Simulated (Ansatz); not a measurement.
Species: SnCl3, charge -1, multiplicity 1. It need not be the lowest isomer of its formula. 
Structure (B3LYP-D3(BJ)/def2-TZVP (Ansatz, a program for electronic structure) minimum search):
```
Sn
Cl 1 2.5021
Cl 1 2.5021 2 97.78
Cl 1 2.5021 2 97.78 3 -99.01
```
Charge -1, spin multiplicity 1.

Basis-set convergence of Hartree-Fock and CCSD correlation energies (hartree) with Ansatz. Correlated levels leave the core frozen unless marked. No spin-orbit coupling. Frozen are the shells of the preceding noble gas and the d and f shells that filled before the atom's block. In def2 rows, elements after Kr have scalar-relativistic effective core potentials.

```json
[
 {"basis": "def2-SVPD", "functions": "113", "E(HF)": "-1591.68796", "E(corr, CCSD)": "-0.55696"},
 {"basis": "def2-TZVPPD", "functions": "209", "E(HF)": "-1592.14092", "E(corr, CCSD)": "-0.71858"},
 {"basis": "def2-QZVPPD", "functions": "325", "E(HF)": "-1592.18013", "E(corr, CCSD)": "-0.77945"}
]
```

Extrapolating the two largest sets (X = 3 and 4) as X^-3: E(corr) = (64·(-0.77945) - 27·(-0.71858))/37 = -0.8239 Eh, an estimate of the basis-set limit. The largest set recovers 94.6 % of it, the smallest 67.6 %.
